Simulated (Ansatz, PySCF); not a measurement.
Stretching the B1–H5 bond in C2H3B (SMILES BC#C) (multiplicity 1 held, fragments rigid). Energies count from the point at 1.189 Å.
Geometry at that point (charge 0, multiplicity 1):
```xyz
6

B     -1.19336    -0.05181    -0.71503
C      0.09243     0.00401     0.05538
C      1.12929     0.04903     0.67664
H      2.04114     0.08862     1.22300
H     -1.95464     0.86080    -0.66658
H     -1.44998    -1.00862    -1.37338
```

R- and RO- levels are restricted; in cc, def2 and unpolarised 6-31G sets they are followed outwards from rest. Active spaces are followed from a long bond inwards. Curves can end on different states.

Frozen-core correlation. Rows in 3-21G carry no dispersion term and start afresh at each structure.

The values were computed with Ansatz (an electronic-structure program); PySCF for 3-21G rows. Values without a source in brackets are computed.

Energies in eV.

```json
[
 {"R (Å)": "0.952", "R-HF/3-21G": "1.10", "R-r2SCAN/cc-pVTZ": "1.06", "R-wB97X-V/cc-pVTZ": "1.08", "FIC-MRCISD+Q on CASSCF(2,2)/cc-pVTZ": "1.06"},
 {"R (Å)": "1.070", "R-HF/3-21G": "0.21", "R-r2SCAN/cc-pVTZ": "0.22", "R-wB97X-V/cc-pVTZ": "0.22", "FIC-MRCISD+Q on CASSCF(2,2)/cc-pVTZ": "0.21"},
 {"R (Å)": "1.189", "R-HF/3-21G": "0.00", "R-r2SCAN/cc-pVTZ": "0.00", "R-wB97X-V/cc-pVTZ": "0.00", "FIC-MRCISD+Q on CASSCF(2,2)/cc-pVTZ": "0.00"},
 {"R (Å)": "1.308", "R-HF/3-21G": "0.16", "R-r2SCAN/cc-pVTZ": "0.13", "R-wB97X-V/cc-pVTZ": "0.13", "FIC-MRCISD+Q on CASSCF(2,2)/cc-pVTZ": "0.14"},
 {"R (Å)": "1.427", "R-HF/3-21G": "0.52", "R-r2SCAN/cc-pVTZ": "0.45", "R-wB97X-V/cc-pVTZ": "0.46", "FIC-MRCISD+Q on CASSCF(2,2)/cc-pVTZ": "0.46"},
 {"R (Å)": "1.606", "R-HF/3-21G": "1.22", "R-r2SCAN/cc-pVTZ": "1.09", "R-wB97X-V/cc-pVTZ": "1.12", "FIC-MRCISD+Q on CASSCF(2,2)/cc-pVTZ": "1.10"},
 {"R (Å)": "1.784", "R-HF/3-21G": "1.98", "R-r2SCAN/cc-pVTZ": "1.78", "R-wB97X-V/cc-pVTZ": "1.85", "FIC-MRCISD+Q on CASSCF(2,2)/cc-pVTZ": "1.78"},
 {"R (Å)": "2.082", "R-HF/3-21G": "3.24", "R-r2SCAN/cc-pVTZ": "2.84", "R-wB97X-V/cc-pVTZ": "3.01", "FIC-MRCISD+Q on CASSCF(2,2)/cc-pVTZ": "2.80"},
 {"R (Å)": "2.379", "R-HF/3-21G": "4.38", "R-r2SCAN/cc-pVTZ": "3.72", "R-wB97X-V/cc-pVTZ": "4.02", "FIC-MRCISD+Q on CASSCF(2,2)/cc-pVTZ": "3.57"},
 {"R (Å)": "2.736", "R-HF/3-21G": "5.55", "R-r2SCAN/cc-pVTZ": "4.53", "R-wB97X-V/cc-pVTZ": "5.01", "FIC-MRCISD+Q on CASSCF(2,2)/cc-pVTZ": "4.16"},
 {"R (Å)": "3.211", "R-HF/3-21G": "6.79", "R-r2SCAN/cc-pVTZ": "5.27", "R-wB97X-V/cc-pVTZ": "6.00", "FIC-MRCISD+Q on CASSCF(2,2)/cc-pVTZ": "4.51"},
 {"R (Å)": "3.806", "R-HF/3-21G": "7.93", "R-r2SCAN/cc-pVTZ": "5.81", "R-wB97X-V/cc-pVTZ": "6.86", "FIC-MRCISD+Q on CASSCF(2,2)/cc-pVTZ": "4.64"}
]
```

Doubts at one or more of the structures used: a restricted determinant that unrestricted orbitals would lower (R-HF/3-21G, R-r2SCAN/cc-pVTZ, R-wB97X-V/cc-pVTZ).
